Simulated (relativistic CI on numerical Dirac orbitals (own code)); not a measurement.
Calculated at this level of theory: Dirac equation for one electron, model QED (radiative potential, 1s self-energy scaled to tabulated hydrogen-like ionisation energies) (own radial code, finite nucleus).

CI space: 1s, 2s, 2p, 3s, 3p, 3d, 4s, 4p, 4d, 4f, 5s, 5p, 5d, 5f, 5g, 6s, 6p, 6d. Levels of other configurations are missing.

Outline of the computed level scheme of Ta LXXIII. Lowest level of each configuration: 1s 2S_1/2 at 0.0 eV; 2p 2P°_1/2 at 58369.9 eV; 2s 2S_1/2 at 58392.7 eV; 3p 2P°_1/2 at 69674.4 eV; 3s 2S_1/2 at 69681.2 eV; 3d 2D_3/2 at 70140.6 eV; 4p 2P°_1/2 at 73563.6 eV; 4s 2S_1/2 at 73566.4 eV; 4d 2D_3/2 at 73758.9 eV.

Some strong electric-dipole decays among the lowest 14 levels: 2p 2P°_1/2 → 1s 2S_1/2 (1.8e+16 s⁻¹); 2p 2P°_3/2 → 1s 2S_1/2 (1.6e+16 s⁻¹); 3p 2P°_3/2 → 1s 2S_1/2 (4.6e+15 s⁻¹); 3p 2P°_1/2 → 1s 2S_1/2 (4.5e+15 s⁻¹); 4p 2P°_3/2 → 1s 2S_1/2 (1.9e+15 s⁻¹); 3d 2D_5/2 → 2p 2P°_3/2 (1.8e+15 s⁻¹); 4p 2P°_1/2 → 1s 2S_1/2 (1.7e+15 s⁻¹); 3d 2D_3/2 → 2p 2P°_1/2 (1.7e+15 s⁻¹).
